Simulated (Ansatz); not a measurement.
Consider the formal hydrolysis of the Si–S bond: `F[Si](Cl)(Cl)S[SiH2]Cl` + H₂O → `O[Si](F)(Cl)Cl` + `S[SiH2]Cl`.

Isolated molecules relaxed with PBE0-D4/def2-TZVP in Ansatz; ΔE leaves out vibrations. CCSD(T)/CBS is the MP2 limit (def2-TZVPP, def2-QZVPP) plus CCSD(T) − MP2 in def2-TZVPP, frozen cores. This one scheme is used for every species. Functionals use def2-TZVPP. One conformer a species, not always the lowest.

CCSD(T)/CBS gives -44.9 kJ/mol.

Another level gave -34.2 kJ/mol. Which?
A. PBE-D4/def2-TZVPP
B. PBE0-D4/def2-TZVPP
C. ωB97X-V/def2-TZVPP
D. B2PLYP/def2-TZVPP

A. PBE-D4 -34.2, ωB97X-V -50.7, B2PLYP -58.9, PBE0-D4 -38.6 kJ/mol.

Largest T1 diagnostic among the species: 0.011.

The D4 term adds +19.2 kJ/mol with B3LYP and +10.9 kJ/mol with PBE0; it sums over pairs of atoms, weighted by their polarisabilities, and B3LYP, whose exchange is more repulsive, gets the larger term. From PBE to PBE0 (25 % exact exchange), in def2-TZVPP and without D4, ΔE moves by −3.5 kJ/mol.

B3LYP here is the variant with VWN-RPA as its local correlation; programs differ in this.
